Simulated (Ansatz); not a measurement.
`C=C=C(F)N[SiH3]` + `O=C([SiH3])S` → `O=C([SiH3])S[SiH3]` + `C=C=C(N)F`  (ligand exchange at the Si–N bond)

Calculated with Ansatz (gas phase, PBE0-D4/def2-TZVP geometries, no zero-point term in ΔE). CCSD(T)/CBS is the MP2 limit (def2-TZVPP, def2-QZVPP) plus CCSD(T) − MP2 in def2-TZVPP, frozen cores. Functionals use def2-TZVPP. One conformer a species, not always the lowest.

```json
{"level": "PBE-D4", "ΔE (eV)": "-0.18"}
{"level": "r2SCAN", "ΔE (eV)": "-0.15"}
{"level": "PBE0", "ΔE (eV)": "-0.17"}
{"level": "CCSD(T)/def2-TZVPP", "ΔE (eV)": "-0.10"}
```

What does CCSD(T)/CBS give? (Estimate.)

Computed: -0.12 eV. The listed levels differ from it by -0.06, -0.03, -0.05, 0.02 eV.

Largest T1 diagnostic among the species: 0.017.

In def2-TZVPP, CCSD(T) changes the Hartree–Fock value by −0.06 eV (the triples alone add −0.02 eV) and MP2 by −0.07 eV.
